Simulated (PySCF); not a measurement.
# Frontier orbitals and the lowest excitations

C6H9NO.
Cartesian coordinates in Å at the GFN2-xTB level; atoms count from 1:
```xyz
17
C6H9NO angstrom
C     -1.225   -1.786    0.412
C     -1.114   -0.604    1.008
C     -0.572    0.605    0.401
C     -0.404    1.711    1.128
C     -0.184    0.561   -1.050
C      1.047   -0.309   -1.292
N      2.068   -0.045   -0.446
O      1.125   -1.129   -2.177
H     -0.909   -1.960   -0.602
H     -1.634   -2.635    0.932
H     -1.438   -0.490    2.035
H     -0.671    1.749    2.171
H     -0.007    2.619    0.706
H      0.052    1.568   -1.402
H     -0.999    0.167   -1.657
H      1.949    0.583    0.330
H      2.909   -0.593   -0.508
```

Theory: TDDFT CAM-B3LYP/def2-SVPD, vertical, gas phase, core orbitals frozen in the response in PySCF.

Kohn–Sham orbitals with the atoms that hold most of them (Löwdin shares over 4%, at most four atoms; ? is withheld):

| orbital | ε (eV) | atoms |
| --- | --- | --- |
| HOMO-3 | -10.86 | C2 22%, C3 21%, C4 14%, C1 12% |
| HOMO-2 | -9.37 | N7 47%, O8 32%, C6 11% |
| HOMO-1 | -8.99 | O8 56%, C6 9%, C5 8%, C1 7% |
| HOMO | ? | ? |
| LUMO | -0.10 | ? |
| LUMO+1 | 1.18 | C4 22%, H16 10%, H13 9%, H14 8% |
| LUMO+2 | 1.56 | C6 24%, O8 20%, N7 8%, C2 7% |

Task: Give the leading atoms of the HOMO.

Result: C4 (bonded to C and 2 H) 23%; C1 (bonded to C and 2 H) 19%; C3 (bonded to 3 C) 16%; C2 (bonded to 2 C and H) 14%.

Task: Which atoms hold the LUMO, and with what shares?

Result: C4 (bonded to C and 2 H) 23%; C1 (bonded to C and 2 H) 21%; C3 (bonded to 3 C) 18%; C2 (bonded to 2 C and H) 14%.

Task: What is the HOMO energy, and the HOMO–LUMO gap?

Result: ε(HOMO) = -8.30 eV; the gap is 8.20 eV (0.3014 hartree).

Task: The HOMO–LUMO gap is 8.20 eV. Where does the response calculation put the lowest singlet, and from which orbitals?

Result: S1 is at 5.60 eV (f = 0.084), 2.61 eV below the gap, made of HOMO-1→LUMO+2 (33%), HOMO→LUMO (29%), HOMO→LUMO+2 (15%). Its leading pair isn't HOMO and LUMO; the energies of that pair differ by 10.54 eV. Without the coupling terms of the response equations the lowest excitation would equal the gap.

Task: One configuration dominates each of S3, S4 and S5. Which, and how do the shares of the two leading atoms of either orbital change from the occupied to the empty one?

Result: 
- S3 (6.27 eV, f 0.053), HOMO-1→LUMO (89%): O8 56% → at most 14%, C6 9% → at most 14%, C4 at most 8% → 23%, C1 7% → 21%
- S4 (6.63 eV, f 0.0057), HOMO-2→LUMO (96%): N7 47% → at most 14%, O8 32% → at most 14%, C4 at most 4% → 23%, C1 at most 4% → 21%
- S5 (6.74 eV, f 0.0030), HOMO→LUMO+1 (87%): C4 23% → 22%, C1 19% → at most 9%, H16 at most 15% → 10%

One conformer stands for the species.
